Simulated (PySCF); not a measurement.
# Potential energy of PbCl along the bond

Set-up: basis Pb def2-SVP with ECP60, Cl def2-SVP; scalar-relativistic core potentials; PySCF 2.14. Energies in eV from Pb + Cl in their ground configurations at the same level. State: ²Π (doublet), unpaired electrons π ↑.

All columns are TPSS. A positive dipole means Pb(−)Cl(+).

| R (Å) | E (eV) | μ (D) | Mulliken charge on Pb (basis-dependent) | HOMO (eV) | LUMO (eV) | Mayer bond order | ⟨S²⟩ |
| --- | --- | --- | --- | --- | --- | --- | --- |
| 2.147 | -2.697 | -1.36 | 0.26 | -3.34 | -3.15 | 1.21 | 0.75 |
| 2.247 | -3.343 | -1.97 | 0.29 | -3.48 | -3.29 | 1.17 | 0.75 |
| 2.347 | -3.700 | -2.55 | 0.31 | -3.63 | -3.42 | 1.14 | 0.75 |
| 2.422 | -3.831 | -2.97 | 0.33 | -3.73 | -3.52 | 1.12 | 0.75 |
| 2.497 | -3.877 | -3.38 | 0.34 | -3.83 | -3.62 | 1.10 | 0.75 |
| 2.572 | -3.857 | -3.77 | 0.36 | -3.93 | -3.72 | 1.08 | 0.75 |
| 2.672 | -3.760 | -4.26 | 0.37 | -4.05 | -3.84 | 1.06 | 0.75 |
| 2.797 | -3.563 | -4.84 | 0.38 | -4.20 | -3.99 | 1.04 | 0.75 |
| 2.946 | -3.269 | -5.48 | 0.40 | -4.36 | -4.15 | 1.02 | 0.75 |
| 3.146 | -2.847 | -6.24 | 0.40 | -4.55 | -4.34 | 0.99 | 0.76 |

A fit through these points gives, at Re = 2.509 Å, μ = -3.44 D and dμ/dR = -5.27 D/Å; the reduced mass is 29.94 u.

Problem. How strong is the fundamental in the double-harmonic approximation, I = 42.26·(dμ/dR)²/μred km/mol?

Solution. I = 42.26·(-5.27)²/29.94 = 39.2 km/mol at TPSS.

Spin–orbit coupling is left out, which matters for elements this heavy, above all for dissociation energies. The state was picked by a PBE0 search and need not be the measured ground state.
